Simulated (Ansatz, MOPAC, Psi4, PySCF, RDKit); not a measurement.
Noncovalent pair: H2O (SMILES O) (first 3 atoms) with SiH4 (SMILES [SiH4]); geometry from B3LYP-D3(BJ)/def2-TZVP, rigid monomers moved along the line of their centres of mass till O1···Si4 is 3.60 Å.
(charge 0, multiplicity 1):
```xyz
8

O      0.465     0.312     0.348
H      0.073    -0.470    -0.056
H     -0.118     1.042     0.110
Si    -0.292    -0.169     3.837
H     -0.681    -1.383     3.086
H     -0.655    -0.373     5.262
H     -1.047     1.002     3.336
H      1.162     0.065     3.743
```

| level | interaction energy (kcal/mol) | minus CCSD(T)/CBS(aug-cc-pV(D+d)Z, aug-cc-pV(T+d)Z) | cost |
|---|---|---|---|
| MMFF94 | -0.57 | 0.76 | - |
| PM3 | 0.67 | 2.00 | - |
| PM6 | -1.18 | 0.15 | - |
| HF/6-31G* | -0.66 | 0.66 | - |
| HF/aug-cc-pV(D+d)Z | -0.58 | 0.74 | - |
| HF/aug-cc-pV(T+d)Z | -0.56 | 0.77 | - |
| PBE-D4/def2-TZVPPD | -1.42 | -0.10 | ×1 |
| BP86/6-31G* (no counterpoise) | -2.23 | -0.91 | - |
| r2SCAN/def2-TZVPPD | -1.21 | 0.11 | ×2 |
| PBE0/def2-TZVPPD | -0.90 | 0.43 | ×1 |
| M06-2X/6-31G* (no counterpoise) | -2.93 | -1.60 | - |
| wB97M-V/def2-TZVPPD | -1.35 | -0.03 | ×4 |
| MP2/6-31G* (no counterpoise) | -2.74 | -1.41 | - |
| MP2/aug-cc-pV(D+d)Z | -1.16 | 0.17 | - |
| MP2/aug-cc-pV(T+d)Z | -1.23 | 0.10 | - |
| CCSD/aug-cc-pV(D+d)Z | -1.12 | 0.21 | - |
| CCSD/aug-cc-pV(T+d)Z | -1.16 | 0.16 | - |
| CCSD(T)/aug-cc-pV(D+d)Z | -1.21 | 0.12 | ×4 |
| CCSD(T)/CBS(aug-cc-pV(D+d)Z, aug-cc-pV(T+d)Z) | -1.33 | 0.00 | ×300* |
| SAPT0/jun-cc-pV(D+d)Z | -1.10 | 0.23 | - |

 The comparison column counts from a level with limits of its own.

The rows run from -2.93 (M06-2X/6-31G* (no counterpoise)) to 0.67 kcal/mol (PM3). In aug-cc-pV(D+d)Z the value moves HF -0.58, MP2 -1.16, CCSD -1.12, CCSD(T) -1.21, a shift of -0.63 from HF to CCSD(T). From aug-cc-pV(D+d)Z to aug-cc-pV(T+d)Z MP2 changes by -0.07. The 3 functionals in def2-TZVPPD without D3 or D4 span 0.46, from wB97M-V to PBE0.

Counterpoise-corrected where a basis set is named; no monomer relaxation. Rows marked so take none.

Correlated levels freeze the cores. CBS(a, b) extrapolates the correlation energy as X⁻³ and adds the Hartree–Fock energy of set b. Rows in 6-31G* carry no dispersion term and start afresh at each structure (6-31G* with six Cartesian d functions). MP2/6-31G* freezes PySCF's default core. The state reached by PM3, PM6 isn't checked.

The values were computed with Ansatz (an electronic-structure program); MOPAC for PM3, PM6 (differences of heats of formation); Psi4 for SAPT; PySCF for 6-31G* rows, the dispersion terms; RDKit for the force fields. Each number belongs to the level named beside it.

Costs are rough ratios of core time to PBE/def2-TZVPPD (about 2.5 s over the structures, on one shared machine); a dash marks a level with no comparable run of its own. A star marks coupled-cluster runs past 200 virtual orbitals, where the program's memory plan changes under this machine's limit, so their costs aren't comparable with smaller runs.
